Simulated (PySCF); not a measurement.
# Kr (krypton, neutral) across methods

[Kr], closed-shell 1S. Computed with PySCF 2.14 in aug-cc-pwCVTZ-PP with ECP10MDF (8s7p6d4f1g, 96 functions), with scalar relativity through the core potential.

```tsv
method	E (hartree)	mean ε 3d (eV)	mean ε 4s (eV)	mean ε 4p (eV)	Σ⟨r²⟩ (bohr²)	⟨S²⟩
M06	-463.6786	-87.819	-25.530	-10.657	38.48	0.000
BP86	-463.7666	-82.505	-23.134	-9.332	38.90	0.000
MN15	-464.2295	-89.998	-25.997	-11.334	39.23	0.000
PW91	-463.7337	-82.455	-23.092	-9.282	38.98	0.000
r2SCAN	-463.4525	-83.131	-23.963	-9.647	38.57	0.000
PBE	-463.5818	-82.348	-23.014	-9.231	38.99	0.000
LDA	-462.9644	-82.331	-23.258	-9.369	38.99	0.000
PBE0	-463.5548	-87.568	-25.604	-10.724	38.74	0.000
UHF	-462.19809	-102.15	-32.328	-14.244	38.75	0.000
```

Energies and moments cover only the electrons outside the core potential.
